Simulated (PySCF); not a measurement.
From a log to its input

A PySCF 2.14 run on the atoms In 0 0 0; N 0 0 2.045 (angstrom) printed this (some set-up lines and the per-cycle HOMO/LUMO lines with their warnings removed):

```
PySCF version 2.14.0

[INPUT] verbose = 4
[INPUT] num. atoms = 2
[INPUT] num. electrons = 28
[INPUT] charge = 0
[INPUT] spin (= nelec alpha-beta = 2S) = 2
[INPUT] symmetry False subgroup None
[INPUT] Mole.unit = angstrom

nuclear repulsion = 38.0386552592861
number of shells = 20
number of NR pGTOs = 97
number of NR cGTOs = 52
basis = def2-svpd
ecp = {'In': 'def2-svpd'}

******** <class 'pyscf.dft.uks.UKS'> ********
method = UKS
initial guess = minao
damping factor = 0
level_shift factor = 0
DIIS = <class 'pyscf.scf.diis.CDIIS'>
diis_start_cycle = 1
diis_space = 8
diis_damp = 0
SCF conv_tol = 1e-09
SCF conv_tol_grad = None
SCF max_cycles = 50
direct_scf = True
direct_scf_tol = 1e-13
number electrons alpha = 15  beta = 13
XC library pyscf.dft.libxc version 7.0.0
    S. Lehtola, C. Steigemann, M. J.T. Oliveira, and M. A.L. Marques.,  SoftwareX 7, 1–5 (2018)
XC functionals = bp86
    A. D. Becke.,  Phys. Rev. A 38, 3098 (1988)
    J. P. Perdew.,  Phys. Rev. B 33, 8822 (1986)
radial grids:
    Treutler-Ahlrichs [JCP 102, 346 (1995); DOI:10.1063/1.469408] (M4) radial grids

becke partition: Becke, JCP 88, 2547 (1988); DOI:10.1063/1.454033
pruning grids: <function nwchem_prune>
grids dens level: 3
symmetrized grids: False
atomic radii adjust function: <function treutler_atomic_radii_adjust>
small_rho_cutoff = 0
Set gradient conv threshold to 3.16228e-05
tot grids = 35776
init E= -223.970161263339

cycle= 1 E= -243.410895125072  delta_E= -19.4  |g|= 1.67  |ddm|= 9.31

cycle= 2 E= -232.301627756188  delta_E= 11.1  |g|=  5.1  |ddm|= 7.04

cycle= 3 E= -244.239398897894  delta_E= -11.9  |g|= 0.883  |ddm|= 4.86

cycle= 4 E= -242.482126001376  delta_E= 1.76  |g|= 1.44  |ddm|= 2.23
cycle= 5 E= -244.760868707696  delta_E= -2.28  |g|= 0.278  |ddm|= 1.87
cycle= 6 E= -244.829293554306  delta_E= -0.0684  |g|= 0.0589  |ddm|= 0.498
cycle= 7 E= -244.830105038035  delta_E= -0.000811  |g|= 0.0407  |ddm|= 0.138
cycle= 8 E= -244.83155840437  delta_E= -0.00145  |g|= 0.00961  |ddm|= 0.0577
cycle= 9 E= -244.831633686819  delta_E= -7.53e-05  |g|= 0.00107  |ddm|= 0.0142
cycle= 10 E= -244.831635001385  delta_E= -1.31e-06  |g|= 0.000268  |ddm|= 0.00265
cycle= 11 E= -244.83163502388  delta_E= -2.25e-08  |g|= 0.000135  |ddm|= 0.000572
cycle= 12 E= -244.831635041492  delta_E= -1.76e-08  |g|= 8.99e-05  |ddm|= 0.000273
cycle= 13 E= -244.831635049032  delta_E= -7.54e-09  |g|= 3.18e-05  |ddm|= 0.000201
cycle= 14 E= -244.831635049848  delta_E= -8.16e-10  |g|= 3.92e-06  |ddm|= 4.68e-05
Extra cycle  E= -244.831635049743  delta_E= 1.04e-10  |g|= 1.41e-05  |ddm|= 2.34e-05
converged SCF energy = -244.831635049743  <S^2> = 2.02257  2S+1 = 3.0150091
 ** Mulliken pop       alpha | beta **
pop of  0 In 4s        1.30273 | 1.30273
pop of  0 In 5s       -0.30036 | -0.30038
pop of  0 In 6s        0.64102 | 0.64320
pop of  0 In 7s        0.27784 | 0.23508
pop of  0 In 8s        0.02187 | 0.00411
pop of  0 In 4px       0.54068 | 0.53950
pop of  0 In 4py       0.54136 | 0.54245
pop of  0 In 4pz       0.53449 | 0.54166
pop of  0 In 5px       0.45973 | 0.46123
pop of  0 In 5py       0.45877 | 0.45741
pop of  0 In 5pz       0.46793 | 0.45874
pop of  0 In 6px       0.07546 | 0.11541
[40 lines left out]
In total            15.00000 | 13.00000
 ** Mulliken atomic charges   ( Nelec_alpha | Nelec_beta ) **
charge of  0In =      0.28306  (    10.50753     10.20941 )
charge of  1N =     -0.28306  (     4.49247      2.79059 )
Dipole moment(X, Y, Z, Debye):  0.00000,  0.00000, -3.06478
orbital energies (hartree): [array([-0.254 , -0.2261, -0.2088, -0.0897, -0.0785, -0.0079]), array([-0.5587, -0.3032, -0.1782, -0.1594, -0.1556, -0.0694])]
```

Task: Write the input that gave this log.

Result: The input was:

```python
from pyscf import gto, dft

mol = gto.M(
    atom='In 0 0 0; N 0 0 2.045',
    basis='def2-svpd',
    ecp={'In': 'def2-svpd'},
    charge=0,
    spin=2,
    verbose=4,
)
mf = dft.UKS(mol, xc='bp86')
mf.kernel()
mf.mulliken_pop()
mf.dip_moment()
print('orbital energies (hartree):', [e[max(0, n-3):n+3].round(4) for e, n in zip(mf.mo_energy, mol.nelec)])
```

The bond length is a typed value, not an optimised one. No search for the lowest solution was made.
